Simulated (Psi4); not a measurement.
A run for Psi4: SAPT0/jun-cc-pV(D+d)Z on CH5AlO (a complex), monomers drawn apart or pushed together.

```
memory 2025 MB

molecule dimer {
0 1
Al    0.15416424    0.33256906    0.90957960
H     1.05861000    1.63455962    1.00343385
H    -1.37151095    0.45401939    1.38497158
H     0.49958353   -0.77486270   -0.17499274
--
0 1
C     0.04794975   -0.82724391    3.33048173
O     0.76031449   -0.53323561    2.39183926
H    -1.02054418   -0.57596704    3.32417516
H     0.47638130   -1.34940261    4.19379466
units angstrom
symmetry c1
no_reorient
no_com
}

set {
  basis jun-cc-pV(D+d)Z
  scf_type df
  freeze_core true
}

energy('sapt0')
```

The log:

```
[...]
==> Input File <==

--------------------------------------------------------------------------
memory 2025 MB

molecule dimer {
0 1
Al    0.15416424    0.33256906    0.90957960
H     1.05861000    1.63455962    1.00343385
H    -1.37151095    0.45401939    1.38497158
H     0.49958353   -0.77486270   -0.17499274
--
0 1
C     0.04794975   -0.82724391    3.33048173
O     0.76031449   -0.53323561    2.39183926
H    -1.02054418   -0.57596704    3.32417516
H     0.47638130   -1.34940261    4.19379466
units angstrom
symmetry c1
no_reorient
no_com
}

set {
  basis jun-cc-pV(D+d)Z
  scf_type df
  freeze_core true
}

energy('sapt0')
--------------------------------------------------------------------------


   => Loading Basis Set <=

    Name: JUN-CC-PV(D+D)Z
    Role: ORBITAL
    Keyword: BASIS
    atoms 1        entry AL         line   500 file jun-cc-pv_dpd_z.gbs
    atoms 2-4, 7-8 entry H          line    60 file jun-cc-pv_dpd_z.gbs
    atoms 5        entry C          line   188 file jun-cc-pv_dpd_z.gbs
    atoms 6        entry O          line   256 file jun-cc-pv_dpd_z.gbs

   => Loading Basis Set <=

    Name: JUN-CC-PV(D+D)Z
    Role: ORBITAL
    Keyword: BASIS
    atoms 1        entry AL         line   500 file jun-cc-pv_dpd_z.gbs
    atoms 2-4, 7-8 entry H          line    60 file jun-cc-pv_dpd_z.gbs
    atoms 5        entry C          line   188 file jun-cc-pv_dpd_z.gbs
    atoms 6        entry O          line   256 file jun-cc-pv_dpd_z.gbs


  //>>>>>>>>>>>>>>>>>>>>>>>>>>>>>>>>>>>//
  //              Dimer HF             //
  //<<<<<<<<<<<<<<<<<<<<<<<<<<<<<<<<<<<//

   => Libint2 <=

    Primary   basis highest AM E, G, H:  7, 6, 3
    Auxiliary basis highest AM E, G, H:  7, 7, 4
    Onebody   basis highest AM E, G, H:  -, -, -
    Solid Harmonics ordering:            Gaussian


   => Loading Basis Set <=

    Name: JUN-CC-PV(D+D)Z
    Role: ORBITAL
    Keyword: BASIS
    atoms 1        entry AL         line   500 file jun-cc-pv_dpd_z.gbs
    atoms 2-4, 7-8 entry H          line    60 file jun-cc-pv_dpd_z.gbs
    atoms 5        entry C          line   188 file jun-cc-pv_dpd_z.gbs
    atoms 6        entry O          line   256 file jun-cc-pv_dpd_z.gbs


         ---------------------------------------------------------
                                   SCF
               by Justin Turney, Rob Parrish, Andy Simmonett
                          and Daniel G. A. Smith
                              RHF Reference
                        1 Threads,   1931 MiB Core
         ---------------------------------------------------------

  ==> Geometry <==

    Molecular point group: c1
    Full point group: C1

    Geometry (in Angstrom), charge = 0, multiplicity = 1:

       Center              X                  Y                   Z               Mass
    ------------   -----------------  -----------------  -----------------  -----------------
         AL           0.154164240000     0.332569060000     0.909579600000    26.981538530000
         H            1.058610000000     1.634559620000     1.003433850000     1.007825032230
         H           -1.371510950000     0.454019390000     1.384971580000     1.007825032230
         H            0.499583530000    -0.774862700000    -0.174992740000     1.007825032230
         C            0.047949750000    -0.827243910000     3.330481730000    12.000000000000
         O            0.760314490000    -0.533235610000     2.391839260000    15.994914619570
         H           -1.020544180000    -0.575967040000     3.324175160000     1.007825032230
         H            0.476381300000    -1.349402610000     4.193794660000     1.007825032230

  Running in c1 symmetry.

  Rotational constants: A =      0.75061  B =      0.05581  C =      0.05531 [cm^-1]
  Rotational constants: A =  22502.79255  B =   1673.02672  C =   1658.09897 [MHz]
  Nuclear repulsion =  103.400939775538490

  Charge       = 0
  Multiplicity = 1
  Electrons    = 32
  Nalpha       = 16
  Nbeta        = 16

  ==> Algorithm <==

  SCF Algorithm Type is DF.
  DIIS enabled.
  MOM disabled.
  Fractional occupation disabled.
  Guess Type is SAD.
  Energy threshold   = 1.00e-08
  Density threshold  = 1.00e-08
  Integral threshold = 1.00e-12

  ==> Primary Basis <==

  Basis Set: JUN-CC-PV(D+D)Z
    Blend: JUN-CC-PV(D+D)Z
    Number of shells: 42
    Number of basis functions: 88
    Number of Cartesian functions: 92
    Spherical Harmonics?: true
    Max angular momentum: 2

   => Loading Basis Set <=

    Name: (JUN-CC-PV(D+D)Z AUX)
    Role: JKFIT
    Keyword: DF_BASIS_SCF
    atoms 1        entry AL         line   426 file jun-cc-pvdz-jkfit.gbs
    atoms 2-4, 7-8 entry H          line    70 file jun-cc-pvdz-jkfit.gbs
    atoms 5        entry C          line   146 file jun-cc-pvdz-jkfit.gbs
    atoms 6        entry O          line   258 file jun-cc-pvdz-jkfit.gbs

  ==> Integral Setup <==

  DFHelper Memory: AOs need 0.025 GiB; user supplied 1.414 GiB.
  SCF_SUBTYPE=INCORE selected. In-core MEM_DF algorithm
[...]
9997666537266241
    Total Energy =                       -113.8825039035018847

Computation Completed


Properties will be evaluated at   0.000000,   0.000000,   0.000000 [a0]

Properties computed using the SCF density matrix


 Multipole Moments:

 ------------------------------------------------------------------------------------
     Multipole            Electronic (a.u.)      Nuclear  (a.u.)        Total (a.u.)
 ------------------------------------------------------------------------------------

 L = 1.  Multiply by 2.5417464519 to convert [e a0] to [Debye]
 Dipole X            :        -11.6992965           11.0096418           -0.6896547
 Dipole Y            :         20.8062107          -21.0793620           -0.2731513
 Dipole Z            :        -87.2432292           88.1284631            0.8852339
 Magnitude           :                                                    1.1549347

 ------------------------------------------------------------------------------------

  Constructing Basis Sets for SAPT...

   => Loading Basis Set <=

    Name: (JUN-CC-PV(D+D)Z AUX)
    Role: RIFIT
    Keyword: DF_BASIS_SAPT
    atoms 1        entry AL         line   320 file jun-cc-pvdz-ri.gbs
    atoms 2-4, 7-8 entry H          line    30 file jun-cc-pvdz-ri.gbs
    atoms 5        entry C          line   100 file jun-cc-pvdz-ri.gbs
    atoms 6        entry O          line   188 file jun-cc-pvdz-ri.gbs

   => Loading Basis Set <=

    Name: (JUN-CC-PV(D+D)Z AUX)
    Role: JKFIT
    Keyword: DF_BASIS_ELST
    atoms 1        entry AL         line   426 file jun-cc-pvdz-jkfit.gbs
    atoms 2-4, 7-8 entry H          line    70 file jun-cc-pvdz-jkfit.gbs
    atoms 5        entry C          line   146 file jun-cc-pvdz-jkfit.gbs
    atoms 6        entry O          line   258 file jun-cc-pvdz-jkfit.gbs


  //>>>>>>>>>>>>>>>>>>>>>>>>>>>>>>>>>>>//
  //               SAPT0               //
  //<<<<<<<<<<<<<<<<<<<<<<<<<<<<<<<<<<<//



        SAPT0
    Ed Hohenstein
     6 June 2009

      Orbital Information
  --------------------------
    NSO        =        88
    NMO        =        88
    NRI        =       285
    NRI (Elst) =       394
    NOCC A     =         8
    NOCC B     =         8
    FOCC A     =         5
    FOCC B     =         2
    NVIR A     =        80
    NVIR B     =        80

    Elst10,r            =    -0.102138775108 [Eh]
    Exch10              =     0.125701010231 [Eh]
    Exch10 (S^2)        =     0.121237801836 [Eh]

    Maxiter = 50
    CPHF R converge = 1.000000E-08

    Iter     Energy [mEh]          dE [mEh]         Residual      Time [s]
       1     -30.08428489      30.084284892     2.560026e-02             0
       2     -37.90186236       7.817577463     4.247066e-03             0
       3     -37.55857610      -0.343286259     1.046353e-03             0
       4     -37.61155625       0.052980153     2.323477e-04             0
       5     -37.60592500      -0.005631253     3.064673e-05             0
       6     -37.60620905       0.000284049     4.156988e-06             0
       7     -37.60623096       0.000021909     4.799622e-07             0
       8     -37.60622418      -0.000006776     4.999803e-08             0
       9     -37.60622502       0.000000835     1.000270e-08             0
      10     -37.60622490      -0.000000118     1.684897e-09             0

    CHF Iterations converged

    Maxiter = 50
    CPHF R converge = 1.000000E-08

    Iter     Energy [mEh]          dE [mEh]         Residual      Time [s]
       1    -110.69990348     110.699903479     7.409415e-02             0
       2    -131.52638197      20.826478487     3.879083e-02             0
       3    -141.14870817       9.622326208     9.906869e-03             0
       4    -140.47019078      -0.678517395     3.612186e-03             0
       5    -140.11493273      -0.355258054     1.209223e-03             0
       6    -140.26256625       0.147633526     3.315035e-04             0
       7    -140.26699284       0.004426591     7.451084e-05             0
       8    -140.25882559      -0.008167258     1.384616e-05             0
       9    -140.26000322       0.001177639     1.754539e-06             0
      10    -140.25993265      -0.000070573     2.559442e-07             0
      11    -140.25993419       0.000001536     7.938954e-08             0
      12    -140.25993539       0.000001202     3.890740e-08             1
      13    -140.25993449      -0.000000900     1.138292e-08             1
      14    -140.25993476       0.000000274     2.593149e-09             1

    CHF Iterations converged

    Ind20,r (A<-B)      =    -0.037606224897 [Eh]
    Ind20,r (B<-A)      =    -0.140259934763 [Eh]
    Ind20,r             =    -0.177866159660 [Eh]
    Exch-Ind20,r (A<-B) =     0.034683333463 [Eh]
    Exch-Ind20,r (B<-A) =     0.092594947353 [Eh]
    Exch-Ind20,r        =     0.127278280815 [Eh]
    Disp20              =    -0.017588359948 [Eh]
    Disp20 (SS)         =    -0.008794179974 [Eh]
    Disp20 (OS)         =    -0.008794179974 [Eh]
    Exch-Disp20         =     0.004829319887 [Eh]
    Exch-Disp20 (SS)    =     0.002527022574 [Eh]
    Exch-Disp20 (OS)    =     0.002302297313 [Eh]

    SAPT Results
  --------------------------------------------------------------------------------------------------------
    Electrostatics               -102.13877511 [mEh]     -64.09304902 [kcal/mol]    -268.16531710 [kJ/mol]
      Elst10,r                   -102.13877511 [mEh]     -64.09304902 [kcal/mol]    -268.16531710 [kJ/mol]

    Exchange                      125.70101023 [mEh]      78.87857478 [kcal/mol]     330.02795689 [kJ/mol]
      Exch10                      125.70101023 [mEh]      78.87857478 [kcal/mol]     330.02795689 [kJ/mol]
      Exch10(S^2)                 121.23780184 [mEh]      76.07786923 [kcal/mol]     318.30980487 [kJ/mol]

    Induction                     -44.38547121 [mEh]     -27.85230368 [kcal/mol]    -116.53403860 [kJ/mol]
      Ind20,r                    -177.86615966 [mEh]    -111.61270025 [kcal/mol]    -466.98753785 [kJ/mol]
      Exch-Ind20,r                127.27828082 [mEh]      79.86832702 [kcal/mol]     334.16908024 [kJ/mol]
      delta HF,r (2)                6.20240764 [mEh]       3.89206955 [kcal/mol]      16.28441901 [kJ/mol]

    Dispersion                    -12.75904006 [mEh]      -8.00641851 [kcal/mol]     -33.49885507 [kJ/mol]
      Disp20                      -17.58835995 [mEh]     -11.03686250 [kcal/mol]     -46.17823268 [kJ/mol]
      Exch-Disp20                   4.82931989 [mEh]       3.03044398 [kcal/mol]      12.67937762 [kJ/mol]
      Disp20 (SS)                  -8.79417997 [mEh]      -5.51843125 [kcal/mol]     -23.08911634 [kJ/mol]
      Disp20 (OS)                  -8.79417997 [mEh]      -5.51843125 [kcal/mol]     -23.08911634 [kJ/mol]
      Exch-Disp20 (SS)              2.52702257 [mEh]       1.58573061 [kcal/mol]       6.63469685 [kJ/mol]
      Exch-Disp20 (OS)              2.30229731 [mEh]       1.44471338 [kcal/mol]       6.04468076 [kJ/mol]

  Total HF                        -20.82323609 [mEh]     -13.06677792 [kcal/mol]     -54.67139881 [kJ/mol]
  Total SAPT0                     -33.58227615 [mEh]     -21.07319643 [kcal/mol]     -88.17025388 [kJ/mol]

  Special recipe for scaled SAPT0 (see Manual):
    Electrostatics sSAPT0        -102.13877511 [mEh]     -64.09304902 [kcal/mol]    -268.16531710 [kJ/mol]
    Exchange sSAPT0               125.70101023 [mEh]      78.87857478 [kcal/mol]     330.02795689 [kJ/mol]
    Induction sSAPT0              -29.80489907 [mEh]     -18.70285653 [kcal/mol]     -78.25275171 [kJ/mol]
    Dispersion sSAPT0             -12.20580940 [mEh]      -7.65926104 [kcal/mol]     -32.04634817 [kJ/mol]
  Total sSAPT0                    -18.44847335 [mEh]     -11.57659180 [kcal/mol]     -48.43646010 [kJ/mol]
  --------------------------------------------------------------------------------------------------------



*** Psi4 exiting successfully. Buy a developer a beer!
```

The run finished.

Cost: around 6 core-seconds (rough).
